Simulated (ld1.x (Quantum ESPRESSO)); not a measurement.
**What one change does to a pseudopotential (B (Z = 5), TM)**

| Property | Result |
| --- | --- |
| Element | B (Z = 5) |
| Generator | ld1.x (Quantum ESPRESSO) 7.5 |
| Type | norm-conserving Troullier–Martins (Kleinman–Bylander form) |
| Functional | PBE |
| Relativity | scalar-relativistic |
| Frozen core | [He] |
| Valence charge | 3 |
| Reference configuration | 2s2 2p1 |
| Partial waves | 2p (bound): rc 2.95 bohr; 2s (bound): rc 1.05 bohr |
| Local potential | the s channel |
| Core correction | a·sin(br)/r model core, default radius (core density twice the valence density) |

All-electron outer shells of the reference configuration (PBE, scalar-relativistic, ld1.x):

```
shell  level (eV)  outermost node (bohr)  outermost maximum (bohr)
   1s     -180.59                      –                      0.21
   2s       -9.44                   0.46                      1.52
   2p       -3.61                      –                      1.57
```

Change: wave 2p (bound): rc 2.95 bohr becomes 2p (bound): rc 3.84 bohr.

Cutoffs: the cutoffs (Ry, on a coarse ladder) from which the occupation-weighted sum of valence levels, in a spherical-Bessel basis at the reference potential, stays within 10 and 1 mRy of its value at 400 Ry; they do not see the model core or the augmentation charge, which bear on the density cutoff. Errors are all-electron minus pseudo energies relative to the spin-unpolarised reference configuration.

Q: What does the change do?

A: The potential gets neither clearly harder nor softer (45 Ry and 110 Ry → 45 Ry and 110 Ry); the s channel sets the loose cutoff, while the largest relative change is in p, which becomes softer; of the 7 tests that both files solve, the error grows in 7 and shrinks in 0 by more than 15 % and 0.3 meV (median size 44.9 → 101.6 meV); neither file shows a bound ghost. More of the atom is replaced by a form fitted at one configuration, so other configurations suffer.

```tsv
quantity	base	changed
cutoff, loose	45 Ry	45 Ry
cutoff, tight	110 Ry	110 Ry
loose cutoff by channel (10 mRy a level)	p 12 Ry, s 18 Ry	p 8 Ry, s 18 Ry
bound ghosts	none	none
error for 2s2 2p0, meV [ΔE 8.22 eV]	+81	+199
error for 2s1 2p0, meV [ΔE 33.64 eV]	+262	+570
error for 2s2 2p0.5, meV [ΔE 2.89 eV]	+11	+30
error for 2s2 2p1.3, meV [ΔE -0.74 eV]	+0.9	+3.1
error for 2s1 2p1, meV [ΔE 14.36 eV]	-45	-102
error for 2s1 2p2, meV [ΔE 5.85 eV]	-17	-42
error for 2s0 2p3, meV [ΔE 11.72 eV]	-70	-169
```
